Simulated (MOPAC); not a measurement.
Job for MOPAC: PM7 on CH5Ga (SMILES [CH3][GaH2]), a point of a bond scan (R = 1.979 Å).

```
PM7 1SCF PRECISE CHARGE=0 THREADS=1
CH5Ga

C     -1.56095123 1    -0.12280766 1     0.00123703 1
Ga     0.41256666 1     0.02978142 1    -0.00135649 1
H     -1.98854607 1     0.49917965 1    -0.78831952 1
H     -1.90125078 1    -1.14877881 1    -0.13142206 1
H     -1.95364954 1     0.25454584 1     0.94939406 1
H      1.08437150 1     1.45472068 1     0.05188893 1
H      1.33521576 1    -1.24604535 1    -0.04691236 1
```

Program output:

```
*******************************************************************************
 **                                                                           **
 **                              MOPAC v23.2.5                                **
 **                                                                           **
 *******************************************************************************
 ** MOPAC's Digital Object Identifier: https://doi.org/10.5281/zenodo.6511958 **
 **                                                                           **
 ** Please cite the open-source release paper for use of this MOPAC version:  **
 ** J. E. Moussa and J. J. P. Stewart (2026)                                  **
 ** MOPAC: An open-source semiempirical molecular orbital program             **
 ** J. Open Source Softw., 11(119), 8025, https://doi.org/10.21105/joss.08025 **
 *******************************************************************************

                              PM7 CALCULATION RESULTS

 *******************************************************************************
 *  PM7        - The PM7 Hamiltonian to be used
 *
 *
 *
 *                 CHARGE ON SYSTEM = 0
 *
 *
 *
 *  PRECISE    - TIGHTER CRITERIA TO BE USED
 *  1SCF       - DO 1 SCF AND THEN STOP
 *  THREADS=1  - MULTI-THREADING NOT USED
 *  T=         - A TIME OF 172800.0 SECONDS REQUESTED
 *  DUMP=N     - RESTART FILE WRITTEN EVERY 7200.0 SECONDS REQUESTED
 *******************************************************************************
PM7 1SCF PRECISE CHARGE=0 THREADS=1
 CH5Ga

   ATOM   CHEMICAL          X               Y               Z
  NUMBER   SYMBOL      (ANGSTROMS)     (ANGSTROMS)     (ANGSTROMS)

     1       C         -1.56095123  *  -0.12280766  *   0.00123703  *
     2      Ga          0.41256666  *   0.02978142  *  -0.00135649  *
     3       H         -1.98854607  *   0.49917965  *  -0.78831952  *
     4       H         -1.90125078  *  -1.14877881  *  -0.13142206  *
     5       H         -1.95364954  *   0.25454584  *   0.94939406  *
     6       H          1.08437150  *   1.45472068  *   0.05188893  *
     7       H          1.33521576  *  -1.24604535  *  -0.04691236  *



          CARTESIAN COORDINATES

    NO.       ATOM           X           Y           Z

     1         C         -1.5610     -0.1228      0.0012
     2        Ga          0.4126      0.0298     -0.0014
     3         H         -1.9885      0.4992     -0.7883
     4         H         -1.9013     -1.1488     -0.1314
     5         H         -1.9536      0.2545      0.9494
     6         H          1.0844      1.4547      0.0519
     7         H          1.3352     -1.2460     -0.0469

 General Reference for PM7:
 "Optimization of Parameters for Semiempirical Methods VI: More Modifications to the
 NDDO Approximations and Re-optimization of Parameters", J. J. P. Stewart, J. Mol. Mod., 1:32, 19 (2013)
 https://link.springer.com/article/10.1007/s00894-012-1667-x

           Empirical Formula: C H5 Ga  =     7 atoms



      MOLECULAR POINT GROUP   :   Cs


      RHF CALCULATION, NO. OF DOUBLY OCCUPIED LEVELS = 6


 -------------------------------------------------------------------------------
 PM7 1SCF PRECISE CHARGE=0 THREADS=1
 CH5Ga



     1SCF WAS SPECIFIED, SO BFGS WAS NOT USED
     SCF FIELD WAS ACHIEVED


                              PM7 CALCULATION
                                                       MOPAC v23.2.5 Linux




          FINAL HEAT OF FORMATION =          1.42330 KCAL/MOL =       5.95510 KJ/MOL


          COSMO AREA              =         89.32 SQUARE ANGSTROMS
          COSMO VOLUME            =         71.21 CUBIC ANGSTROMS

          IONIZATION POTENTIAL    =         10.428807 EV
          HOMO LUMO ENERGIES (EV) =        -10.429  1.247
          NO. OF FILLED LEVELS    =          6
          MOLECULAR WEIGHT        =         86.7855         POINT GROUP:  Cs

          MOLECULAR DIMENSIONS (Angstroms)

            Atom       Atom       Distance
            H     6    H     4     3.96557
            H     7    H     3     3.56487
            H     5    H     3     1.67087


          SCF CALCULATIONS        =          1





   ATOM   CHEMICAL          X               Y               Z
  NUMBER   SYMBOL      (ANGSTROMS)     (ANGSTROMS)     (ANGSTROMS)

     1       C         -1.56095123  *  -0.12280766  *   0.00123703  *
     2      Ga          0.41256666  *   0.02978142  *  -0.00135649  *
     3       H         -1.98854607  *   0.49917965  *  -0.78831952  *
     4       H         -1.90125078  *  -1.14877881  *  -0.13142206  *
     5       H         -1.95364954  *   0.25454584  *   0.94939406  *
     6       H          1.08437150  *   1.45472068  *   0.05188893  *
     7       H          1.33521576  *  -1.24604535  *  -0.04691236  *

                             CARTESIAN COORDINATES

   1    C       -1.560951230    -0.122807660     0.001237030
   2   Ga        0.412566660     0.029781420    -0.001356490
   3    H       -1.988546070     0.499179650    -0.788319520
   4    H       -1.901250780    -1.148778810    -0.131422060
   5    H       -1.953649540     0.254545840     0.949394060
   6    H        1.084371500     1.454720680     0.051888930
   7    H        1.335215760    -1.246045350    -0.046912360


           Empirical Formula: C H5 Ga  =     7 atoms



      MOLECULAR POINT GROUP   :   Cs


                  EIGENVALUES
 -24.69037 -17.78702 -13.51961 -13.30235 -10.58107 -10.42881   1.24727   3.01061
   3.46662   5.28847   6.12752   6.25056   7.53018


              NET ATOMIC CHARGES AND DIPOLE CONTRIBUTIONS

  ATOM NO.   TYPE          CHARGE      No. of ELECS.   s-Pop       p-Pop
    1          C          -0.654156        4.6542     1.05836     3.59579
    2         Ga           0.176376        2.8236     1.17983     1.64380
    3          H           0.150384        0.8496     0.84962
    4          H           0.150237        0.8498     0.84976
    5          H           0.150248        0.8498     0.84975
    6          H           0.012270        0.9877     0.98773
    7          H           0.014641        0.9854     0.98536
 DIPOLE           X         Y         Z       TOTAL
 POINT-CHG.     1.194     0.124     0.016     1.200
 HYBRID        -0.741    -0.027     0.010     0.741
 SUM            0.453     0.097     0.025     0.464


          ATOMIC ORBITAL ELECTRON POPULATIONS

     Atom    s        px        py        pz
    1  C   1.05836   1.23348   1.18124   1.18107
    2 Ga   1.17983   0.72457   0.90202   0.01720
    3  H   0.84962
    4  H   0.84976
    5  H   0.84975
    6  H   0.98773
    7  H   0.98536

 **********************
 *                    *
 * JOB ENDED NORMALLY *
 *                    *
 **********************




 == MOPAC DONE ==
```

The run finished.

Cost: about 0.03 core-seconds (a rough figure).
